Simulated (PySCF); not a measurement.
A structure optimised at PBE-D3(BJ)/def2-SVP, used in a PySCF frequency run:

```xyz
12

F      1.3945    -1.6285     0.0000
C      0.1548    -2.1643     0.0000
C     -0.9584    -1.4163     0.0000
Si    -1.0309     0.4617     0.0000
C      0.7129     1.2458     0.0000
F      0.5663     2.6350     0.0000
H      0.1982    -3.2677     0.0000
H     -1.9013    -1.9895     0.0000
H     -1.7802     0.9391     1.2147
H     -1.7802     0.9391    -1.2147
H      1.2967     0.9326    -0.8943
H      1.2967     0.9326     0.8943
```

### Question
Write its SMILES, formula and point group.

### Answer
F/C=C\[SiH2]CF, C3H6F2Si, Cs

### Question
What are its rotational constants (standard atomic weights)?

### Answer
4.6739, 1.6295, 1.2354 GHz
